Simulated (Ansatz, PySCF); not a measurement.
Noncovalent pair: H2S (SMILES S) (first 3 atoms) with GeH4 (SMILES [GeH4]); geometry from B3LYP-D3(BJ)/def2-TZVP, rigid monomers moved along the line of their centres of mass till S1···Ge4 is 3.47 Å.
(charge 0, multiplicity 1):
```xyz
8

S      0.156    -0.375    -0.314
H      0.278    -1.634     0.138
H     -1.172    -0.372    -0.119
Ge     0.003     0.128     3.119
H     -0.124     0.279     4.646
H     -1.004    -0.929     2.640
H      1.428    -0.323     2.772
H     -0.302     1.474     2.449
```

Counterpoise-corrected where a basis set is named; no monomer relaxation.

Correlated levels freeze the cores. Filled d and f shells under p-block atoms count as core. CBS: X⁻³ extrapolation of the correlation energy, Hartree–Fock from the larger set.

Run with Ansatz (Gaussian orbitals); PySCF for the dispersion terms. Values without a source in brackets are computed.

The comparison value is 5.1 meV (CCSD(T)/CBS(def2-SVPD, def2-TZVPPD)). It is a level with limits of its own, not the exact answer.

Order these levels by how close they come to the comparison value for the interaction energy, closest first: r2SCAN-D3(BJ)/def2-TZVPPD, B3LYP-D3(BJ)/def2-TZVPPD, B3LYP-D4/def2-TZVPPD. Give each level's value less the comparison value.

B3LYP-D4/def2-TZVPPD (-5.5 meV), r2SCAN-D3(BJ)/def2-TZVPPD (-14.3 meV), B3LYP-D3(BJ)/def2-TZVPPD (-21.1 meV)

Ansatz is a program for electronic structure.
